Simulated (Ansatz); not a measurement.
A calculation with Ansatz (development build ahead of 0.2.0).

```yaml
crystal:
  periodic: [false, false, false]
  atoms:
    - { symbol: Be, position_ang: [1.05, 0.0, 0.0] }
    - { symbol: Be, position_ang: [-1.05, 0.0, 0.0] }
    - { symbol: Be, position_ang: [0.0, 1.8, 0.0] }
    - { symbol: Be, position_ang: [0.0, -1.8, 0.0] }
basis:
  gaussian: { orbitals: "6-31G" }
hamiltonian:
  xc: hf
output:
  forces: true
```

The input is written out in the form of the current development build from the run's settings.

Output:

```
Converged    : yes
Total energy : -58.25903 hartree
```

Forces (eV/Å):
| atom | Fx | Fy | Fz |
| --- | --- | --- | --- |
| Be1 | 1.286 | 0.000 | 0.000 |
| Be2 | -1.286 | 0.000 | 0.000 |
| Be3 | 0.000 | -0.901 | 0.000 |
| Be4 | 0.000 | 0.901 | 0.000 |
